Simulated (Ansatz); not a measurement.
`C=C[SiH](S)Cl`, 10 atoms. The species carries charge 0 and has multiplicity 1. All runs use 4 threads of an AMD EPYC 9R45 on a shared host. Correlated methods freeze the cores.

Q: How many basis functions does each run have, and how long does it take in Ansatz? RKS PBE0-D4/def2-TZVP frequencies; RKS ωB97M-V/def2-SVP energy; RHF-MP2/def2-QZVPP energy; RKS B97M-V/def2-TZVPP energy; RKS ωB97M-V/def2-QZVPP energy; RKS B3LYP-D4/def2-TZVPP energy and forces; RHF-CCSD(T)/def2-TZVPP energy; RHF-CCSD(T)/def2-SVP energy; RKS B2PLYP (frozen core)/def2-TZVPP energy; direct RPA on PBE orbitals/def2-TZVPP energy; RKS PBE0-D4/def2-QZVPP energy; RKS PBE0-D4/def2-TZVP relaxation (7 steps). (Best estimate.)

A: Ansatz gave: Other jobs shared the machine, so times are rough.

```tsv
level	job	functions	wall time	peak host memory (GiB)
RHF-CCSD(T)/def2-SVP	energy	107	1.8 s	0.51
RKS ωB97M-V/def2-SVP	energy	107	1.8 s	0.51
direct RPA on PBE orbitals/def2-TZVPP	energy	258	2.1 s	0.61
RKS B3LYP-D4/def2-TZVPP	energy and forces	258	2.2 s	0.85
RKS B2PLYP (frozen core)/def2-TZVPP	energy	258	2.5 s	0.7
RKS B97M-V/def2-TZVPP	energy	258	3.2 s	0.48
RKS PBE0-D4/def2-QZVPP	energy	474	4.1 s	2
RKS ωB97M-V/def2-QZVPP	energy	474	8 s	2.3
RHF-MP2/def2-QZVPP	energy	474	9 s	2.9
RKS PBE0-D4/def2-TZVP	relaxation (7 steps)	203	13 s	0.61
RHF-CCSD(T)/def2-TZVPP	energy	258	43 s	5.5
RKS PBE0-D4/def2-TZVP	frequencies	203	71 s	0.6
```

B3LYP here is the variant with VWN-RPA as its local correlation; programs differ in this.
